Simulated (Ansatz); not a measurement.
The same hydrogenolysis along the group B, Al, Ga, In.

Computed with Ansatz on PBE0-D4/def2-TZVP structures; ΔE is electronic, products minus reactants. CBS: MP2 limit from def2 TZ/QZ plus the TZ coupled-cluster correction, frozen cores. This one scheme is used for every species. DFT in def2-TZVPP. Elements past krypton have def2 core potentials. For Ga, In outer-core shells are correlated without core-valence functions, which leaves a few kJ/mol of doubt a bond. Scalar relativity is left out up to krypton. Each species was taken in one conformer, which may not be the lowest.

| reaction | CCSD(T)/CBS(def2) (kcal/mol) |
| --- | --- |
| `NB(Cl)Cl` + H₂ → `ClBCl` + NH₃ | 24.2 |
| `[NH2][Al]([Cl])[Cl]` + H₂ → `[Cl][AlH][Cl]` + NH₃ | ? |
| `[NH2][Ga]([Cl])[Cl]` + H₂ → `[Cl][GaH][Cl]` + NH₃ | 5.5 |
| `[NH2][In]([Cl])[Cl]` + H₂ → `[Cl][InH][Cl]` + NH₃ | -2.6 |

**Question.** Fill in the missing values. (Best estimate.)

**Answer.** Ansatz gave: `[NH2][Al]([Cl])[Cl]` + H₂ → `[Cl][AlH][Cl]` + NH₃: +17.9 kcal/mol.

Largest T1 diagnostic: 0.013, for `[NH2][In]([Cl])[Cl]`.
